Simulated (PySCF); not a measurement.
Correlation energy of Ne(2+) (neon, charge +2)

[He] 2s2 2p4, high-spin 3P determinant. Computed with PySCF 2.14 in aug-cc-pVDZ-DK, with scalar relativity by spin-free X2C-1e. Frozen: 1s2; 6 electrons correlated.

MP2 pair energies summed by pair of shells (mhartree):

```tsv
pair	energy	share (%)
2p-2p	-45.78	46.9
2s-2p	-44.68	45.8
2s-2s	-7.20	7.4
```

Total MP2 correlation energy: -97.66 mhartree.

Same-spin part -23.19 and opposite-spin part -74.47 mhartree; SCS-MP2 scales them by 1/3 and 6/5 to -97.10 mhartree.

```
  level  correlation energy (mhartree)
   CCSD                        -111.05
    (T)                          -0.87
CCSD(T)                        -111.92
```

Diagnostics: T1 = 0.0036, D1 = 0.0060, largest double amplitude 0.025.

Is a single reference adequate?

Yes: T1 lies below 0.03 and no double amplitude reaches 0.07.
